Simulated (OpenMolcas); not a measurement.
**Sn I: the spin-orbit constant, thermal populations, worked from levels**

| Property | Result |
| --- | --- |
| Program | OpenMolcas |
| Basis | ANO-RCC-VTZP [7s6p4d2f1g] |
| Scalar Hamiltonian | DKH2, point nucleus |
| Active space | 4 electrons in 4 orbitals (5s 5p) |
| State averaging | 2S+1 = 3 even, 6 roots (3 in the spin-orbit step); 2S+1 = 1 even, 6 roots kept (CI in the orbitals of an earlier block); 2S+1 = 5 odd, 1 root; 2S+1 = 3 odd, 5 roots kept (CI in the orbitals of an earlier block) |
| Spin-orbit coupling | RASSI with atomic mean-field integrals over the reference wave functions, term energies averaged over their components |

Methods: CASSCF; SS-CASPT2, IPEA 0.25 Eh, imaginary shift 0.1 Eh (closed shells correlated: 4d). Measured levels: NIST Handbook of Basic Atomic Spectroscopic Data.

**The spin-orbit constant.** For the Hund term 3P of p2, E(J) = (A/2) J(J+1) + constant and ζ = 2S·A = 2A. From J = 0 to J = 2 the energy changes by 3 A.

| Source | E(2) - E(0) | A | ζ |
| --- | --- | --- | --- |
| CASSCF | 3237.9 | 1079.3 | 2159 |
| SS-CASPT2 | 3113.0 | 1037.7 | 2075 |
| measured | 3427.7 | 1142.6 | 2285 |

All in cm-1. SS-CASPT2 is off by -9.2 % and CASSCF by -5.5 %. Both methods take the spin-orbit matrix elements from the reference wave functions, so the second can move ζ only through the term energies and any multistate remixing. Second-order mixing with other terms is absorbed into this ζ.

**Thermal populations.** Z = Σ (2J + 1) exp(-E/kT) with k = 0.695035 cm-1/K, over the levels below. No other level of either list lies under 34600 cm-1, which is above 7 kT at each temperature.

| Level | 2J + 1 | SS-CASPT2 | measured |
| --- | --- | --- | --- |
| 5s2 5p2 3P0 | 1 | 0.0 | 0.0 |
| 5s2 5p2 3P1 | 3 | 1503 | 1692 |
| 5s2 5p2 3P2 | 5 | 3110 | 3428 |
| 5s2 5p2 1D2 | 5 | 8500 | 8613 |
| 5s2 5p2 1S0 | 1 | 17780 | 17162 |

```tsv
T (K)	Z, SS-CASPT2	Z, measured levels	Ground level (%), SS-CASPT2	Ground level (%), measured levels
2000	2.562	2.323	39.0	43.0
3000	3.669	3.379	27.3	29.6
5000	5.429	5.135	18.4	19.5
```

At 5000 K, kT = 3475 cm-1, and the computed levels give Z = 1.000 + 1.947 + 2.043 + 0.433 + 0.006 = 5.429.

CASPT2 does not keep the components of a term degenerate, so their means are used; among the terms shown or strongly mixed into the levels shown the widest spread is 140 cm-1 (5s2 5p2 1D, SS-CASPT2). Over all roots computed the reference weight is 0.85 to 0.93 in SS-CASPT2; the roots of lowest weight are the least certain, and an intruder state may touch them. Some high roots are left out of the spin-orbit mixing, which shifts the levels that they would mix with. Terms from blocks run as CI alone lack orbitals of their own. Measured partners are found by configuration, term and J. A level has none where our copy of the source lacks it or the pairing is in doubt (some pairs that miss far off the trend of their configuration count as doubtful), and it then counts in no deviation. Only configurations of the active space appear.
